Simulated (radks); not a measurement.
Problem. Successive ionisation energies (eV) of one element, from differences of total energies of ions in their ground configurations, starting at charge 0: 5.710, 11.279, 29.284, 49.124, 76.353, 91.049, 106.00, 126.92, 143.32, 159.93, 186.15, 215.59, 246.48, 266.10, 291.26, 336.54, 372.29, 409.28, 447.46, 486.79, 527.23, 568.74. Calculated with a radial shooting solver on a logarithmic mesh with Libxc functionals: non-relativistic Kohn-Sham, PBE, spin-polarised, spherical densities, point nucleus; open shells are filled with parallel spins first (spin-orbit coupling, left out, can overturn this in heavy ions); relativity is left out, which matters for an element this heavy. Which element is it?

Solution. Erbium (Z = 68). The first species listed is Er in [Xe] 4f12 6s2, the last Er21+ in [Kr] 4d10 4f1.
